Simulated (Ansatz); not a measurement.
Ideal-gas functions of CH₄S₂Zn, SMILES `C[S][Zn][SH]` at 500 K and 1 bar, from an Ansatz frequency run at PBE0-D4/def2-TZVP.

Molar mass 145.57 g/mol, point group C1 (symmetry number 1), electronic degeneracy 1, moments of inertia 38.389, 411.838, 443.501 u Å². Harmonic wavenumbers (cm⁻¹, unscaled): 72, 85, 108, 121, 181, 333, 468, 642, 719, 963, 979, 1349, 1474, 1476, 2703, 3069, 3157, 3162.

Use S(trans) = R[1.5 ln M + 2.5 ln T − 1.1517]; rotational temperatures θ = 24.2544 K / I; S(rot) = R[ln(√π/σ · √(T³/θAθBθC)) + 1.5]; for each mode x = 1.438777 ν̃/T, S = R[x/(eˣ − 1) − ln(1 − e⁻ˣ)] and H = RT x/(eˣ − 1); 1 cm⁻¹ = 0.0119627 kJ/mol; R = 8.31446 J/(mol·K).

Problem. By hand: the entropy, in J/(mol·K).

Solution. Translation 181.7. Rotation: θ = 0.6318, 0.0589, 0.0547 K, giving 120.5. Vibration, mode by mode: 21.42, 20.04, 18.06, 17.13, 13.83, 8.98, 6.44, 4.30, 3.61, 2.08, 2.00, 0.85, 0.64, 0.63, 0.03, 0.01, 0.01, 0.01, in all 120.1. Electronic 0.0. Sum 422.3 J/(mol·K).

Problem. By hand: H − E and G − E in kJ/mol, counted from the electronic energy.

Solution. Zero-point energy ½ × 21061 × 0.0119627 = 126.0; thermal vibration 27.1; translation, rotation and pV give 4 RT = 16.6. H − E = 169.7 kJ/mol, and G − E = 169.7 − 500 × 422.3/1000 = -41.4 kJ/mol.

Vibration gives 28 % of the entropy, 76.7 J/(mol·K) of it from the modes under 150 cm⁻¹: soft modes count most, and the harmonic formula is weakest for them. The sum counts one conformer and one mirror image; others add a mixing term.
